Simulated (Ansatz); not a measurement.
BiCl₂ (SMILES [Cl][Bi+][Cl]), charge +1, singlet, geometry from GFN2-xTB (such geometries of metal compounds can be far from the true shape) (core potentials on Bi); CASSCF(2,3)/def2-SVP (Ansatz, a first-principles code).

Input for Ansatz:
Ansatz 0.2 input:
```yaml
crystal:
  periodic: [false, false, false]
  atoms:
    - {symbol: Bi, position_ang: [0.30241165, 0.06957702, 0.36408740]}
    - {symbol: Cl, position_ang: [0.54943224, 0.17443041, -2.02413652]}
    - {symbol: Cl, position_ang: [-2.02591265, -0.51412999, 0.24653333]}
basis:
  gaussian:
    orbitals: def2-SVP
hamiltonian:
  xc: hf
total_charge: 1
magnetization: {spin_polarized: false}
correlation: {active_space: {window: {electrons: 2, orbitals: 3}}}
```

Question: Write the output that Ansatz gives for this input, abridged.

Answer: 
```
Functional definition: HF
650 factors; integrals over basis functions are off by at most 2.5e-4 eV
mean field evaluation 1: about -30800.3990 eV, gradient 3.2e1 eV
mean field evaluation 2: about -30800.5449 eV, gradient 3.2e1 eV
mean field evaluation 4: about -30804.3592 eV, gradient 1.8e0 eV
mean field evaluation 8: about -30804.4047 eV, gradient 2.3e-1 eV
mean field -30804.40559621 eV, -1132.0410256845 hartree, gradient 2.1e-6 eV, S^2 0.000000; 0 other end points of the search recorded, 0 dependent functions left out
reference -30804.40559621 eV, -1132.0410256845 hartree; 28, 28 occupied and 34, 34 virtual orbitals, 650 factors
state -30804.81638031 eV, -1132.0561217217 hartree
Total energy: -30804.81638031 eV, -1132.0561217217 hartree
```
